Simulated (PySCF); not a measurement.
## Electronic structure of Sc⁺ (scandium, charge +1) at the UHF level

Configuration: [Ar] 3d1 4s1, high-spin 3D determinant. Computed with PySCF 2.14 in pcseg-2 (6s4p3d2f1g, 56 functions), with the non-relativistic Hamiltonian (point nucleus).

```json
{
  "Total energy": "-759.527869 hartree",
  "One-electron energy": "-1035.2613 hartree",
  "Hartree (Coulomb) energy": "313.6785 hartree",
  "Exchange energy": "-37.9450 hartree",
  "Kinetic energy": "760.23922 hartree",
  "⟨S²⟩": "2.0020",
  "⟨L²⟩": "6.023",
  "Sum of ⟨r⟩": "16.98 bohr",
  "Sum of ⟨r²⟩": "30.54 bohr²",
  "Traceless quadrupole moment −½Σ⟨3z² − r²⟩ along its main axis": "0.687 e·bohr²",
  "Density at the nucleus (Gaussians lack the cusp)": "6110 bohr⁻³",
  "Spin density at the nucleus": "2.58 bohr⁻³",
  "Langevin diamagnetic susceptibility": "-24.2 ×10⁻⁶ cm³/mol",
  "Time after the integrals": "0.46 s of wall time on 1 thread of Neoverse-N1 (shared host)"
}
```

```csv
shell,electrons,mean orbital energy (hartree),spread (hartree),"rms radius, mean of both spins (bohr)"
1s α,1,-166.10930,0,0.0853
1s β,1,-166.10662,0,0.0853
2s α,1,-19.31240,0,0.374
2s β,1,-19.29351,0,0.374
2p α,3,-15.90346,0.00160,0.341
2p β,3,-15.88760,0.01915,0.341
3s α,1,-2.84345,0,1.16
3s β,1,-2.77584,0,1.16
3p α,3,-1.85803,0.04005,1.27
3p β,3,-1.78341,0.05670,1.27
3d α,1,-0.60623,0,1.84
4s α,1,-0.44960,0,3.71
```
